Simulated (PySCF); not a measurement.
Be(Br)(OSiH3), H₃BeBrOSi, SMILES [SiH3][O][Be][Br] (PBE0/def2-SVP optimised geometry):

```
7

Be    -0.806     0.028     0.000
Br    -2.764     0.025     0.001
O      0.603     0.028     0.000
Si     2.257     0.036    -0.010
H      2.764    -1.215    -0.647
H      2.769     0.117     1.390
H      2.752     1.215    -0.782
```

Method: PBE0/def2-TZVP in PySCF.

### Question
What are the frontier orbital energies and the dipole moment?

### Answer
HOMO-2 -9.22 eV, HOMO-1 -8.68 eV, HOMO -8.68 eV, LUMO -0.64 eV, LUMO+1 0.54 eV; dipole moment 1.05 D.

On the same geometry PBE/def2-TZVP (PySCF) gives HOMO-2 -7.84 eV, HOMO-1 -7.37 eV, HOMO -7.37 eV, LUMO -1.36 eV, LUMO+1 -0.30 eV; dipole moment 0.98 D.

Meta-Löwdin charges at PBE0/def2-TZVP: Be1 1.38, Br2 -0.63, O3 -1.16, Si4 0.75, H5 -0.11, H6 -0.11, H7 -0.11.
